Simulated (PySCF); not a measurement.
A structure optimised at PBE-D3(BJ)/def2-SVP, used in a PySCF frequency run:

```
Hg
Br 1 2.4354
Br 1 2.4354 2 180.00
```
Charge 0, spin multiplicity 1.

Problem. Write its SMILES, formula and point group.

Solution. [Br][Hg][Br], Br2Hg, D∞h

Problem. What are its rotational constants (standard atomic weights)?

Solution. 0.53317 GHz (linear rotor, B only)
